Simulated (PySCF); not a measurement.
## Excited states of Zr(4+) (zirconium, charge +4)

Ground state [Kr], ¹S. Computed with PySCF 2.14 in aug-cc-pwCVTZ-PP with one added diffuse shell each of s, p, d, f, g type with ECP28MDF (9s9p8d5f4g, 147 functions), with a scalar-relativistic core potential. Vertical excitation energies in eV without spin-orbit coupling; excited terms of each kind are numbered among those the solver found. Frozen: nothing.

| term | leading excitation | EOM-EE-CCSD |
| --- | --- | --- |
| 1 3P° | 4p → d | 30.421 |
| 1 3F° | 4p → d | 31.531 |
| 1 1D° | 4p → d | 33.258 |
| 1 3D° | 4p → d | 33.439 |
| 1 1F° | 4p → d | 33.641 |
| 1 1P° | 4p → s | 41.133 |
| 1 3S | 4p → p | 46.179 |
| 1 3D | 4p → p | 47.220 |
| 1 1D | 4p → p | 47.574 |
| 1 1P | 4p → p | 47.815 |
| 1 3P | 4p → p | 47.885 |
| 1 1S | 4p → p | 49.291 |
| 1 3G | 4p → f | 56.961 |
| 1 1G | 4p → f | 57.238 |

The spin-orbit splitting of the hole, absent here, rivals or exceeds the spacing of these terms, so the LS terms are model states.

The solver can miss terms.
